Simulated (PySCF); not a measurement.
Species: C₃H₁₂N₂Si.
Structure used (PBE0-D3(BJ)/def2-SVP), in Å, numbered top down from 1:
```xyz
18
C3H12N2Si angstrom
C      2.730    0.536   -0.089
C      1.527   -0.240    0.421
C      0.391   -0.315   -0.595
N     -0.777   -1.036   -0.141
Si    -2.153   -0.304    0.599
N     -2.777    0.895   -0.474
H      3.144    0.080   -1.003
H      2.458    1.576   -0.336
H      3.537    0.574    0.658
H      1.140    0.219    1.348
H      1.828   -1.267    0.695
H      0.070    0.707   -0.862
H      0.774   -0.759   -1.534
H     -0.622   -2.025    0.023
H     -1.918    0.465    1.868
H     -3.034   -1.473    0.932
H     -3.101    0.653   -1.403
H     -3.253    1.711   -0.108
```

Level: PBE0/pcSseg-1 and CAM-B3LYP/def2-SVPD in PySCF, non-relativistic, on one gas-phase PBE0-D3(BJ)/def2-SVP geometry that isn't relaxed in the solvent. The solvent is an IEF-PCM continuum (van der Waals radii × 1.2). Only the electrostatic response of the medium enters.

Gas phase at PBE0/pcSseg-1: HOMO -6.60 eV, LUMO 1.24 eV, dipole 0.72 D.

What does the continuum do to the energy, the frontier levels and the dipole at PBE0/pcSseg-1 in tetrahydrofuran and methanol?

```json
{"solvent": "tetrahydrofuran", "ε": "7.426", "E(solvent) − E(gas) (kcal/mol)": "-3.26", "polarisation term (kcal/mol)": "-3.47", "distortion of the solute (kcal/mol)": "0.21", "HOMO (eV)": "-6.60", "LUMO (eV)": "1.34", "dipole (D)": "0.83"}
{"solvent": "methanol", "ε": "32.61", "E(solvent) − E(gas) (kcal/mol)": "-3.92", "polarisation term (kcal/mol)": "-4.24", "distortion of the solute (kcal/mol)": "0.32", "HOMO (eV)": "-6.62", "LUMO (eV)": "1.34", "dipole (D)": "0.85"}
```

Polarisation term: ½ Σ q·V over the induced surface charges. Distortion: the rise of the solute's own energy as its density leaves the gas-phase optimum. From tetrahydrofuran to methanol the lowering changes by a factor 1.20, Onsager's factor (ε − 1)/(2ε + 1) by 1.18 and ε itself by 4.4.

Give the dipole vector in the frame of the coordinates (D, pointing from negative to positive charge), gas and methanol.

Gas (-0.04, 0.12, -0.70), solvent (0.01, 0.05, -0.85). Its length changes by +19 % and its direction by 7°.

Which IAO charges (PBE0/pcSseg-1) respond most in methanol (means over atoms taken as equivalent)?

```tsv
atoms	environment	gas (e)	solvent (e)	change
N6	silicon-bound nitrogen	-0.845	-0.858	-0.013
H14	N–H hydrogen	+0.254	+0.266	+0.012
H17/H18	N–H hydrogen	+0.262	+0.274	+0.012
N4	silicon-bound nitrogen	-0.675	-0.683	-0.008
H15/H16	Si–H hydrogen	-0.175	-0.183	-0.008
C1	methyl carbon	-0.411	-0.415	-0.004
H7/H8/H9	methyl hydrogen	+0.135	+0.137	+0.002
H10/H11	methylene hydrogen	+0.126	+0.127	+0.001
C3	sp3 carbon bound to nitrogen	-0.135	-0.136	-0.001
C2	chain CH2 carbon	-0.254	-0.255	-0.001
Si5	SiH2 silicon	+0.980	+0.980	0.000
H12/H13	methylene hydrogen	+0.129	+0.129	0.000
```

Which Mayer bond orders change most in methanol?

| bond | length (Å) | gas | solvent | change |
| --- | --- | --- | --- | --- |
| Si5–N6 | 1.726 | 1.024 | 1.039 | +0.015 |
| N4–Si5 | 1.726 | 1.025 | 1.037 | +0.012 |
| Si5–H15 | 1.502 | 0.894 | 0.886 | -0.008 |
| N6–H18 | 1.013 | 0.948 | 0.940 | -0.008 |
| N4–H14 | 1.014 | 0.931 | 0.924 | -0.007 |
| N6–H17 | 1.013 | 0.946 | 0.939 | -0.007 |
| Si5–H16 | 1.501 | 0.893 | 0.887 | -0.006 |
| C3–N4 | 1.445 | 0.948 | 0.946 | -0.002 |

Gas phase at CAM-B3LYP/def2-SVPD: HOMO -8.05 eV, LUMO 1.23 eV, dipole 0.61 D.

What does the continuum do to the energy, the frontier levels and the dipole at CAM-B3LYP/def2-SVPD in methanol?

```csv
solvent,ε,E(solvent) − E(gas) (kcal/mol),polarisation term (kcal/mol),distortion of the solute (kcal/mol),HOMO (eV),LUMO (eV),dipole (D)
methanol,32.61,-3.73,-4.11,0.38,-8.03,1.35,0.72
```

How does the static polarisability (CAM-B3LYP/def2-SVPD, frozen core, with the continuum's full static response) change?

```csv
medium,isotropic (au),principal values (au),⟨r²⟩ of the electrons (bohr²)
gas,81.7,"73.9, 77.6, 93.7",1152.2
methanol,108.6,"103.5, 106.7, 115.7",1151.5
```

The isotropic value in methanol is 1.33 times the gas-phase one; no cavity-field correction is applied. ⟨r²⟩ is taken about the centre of nuclear charge.
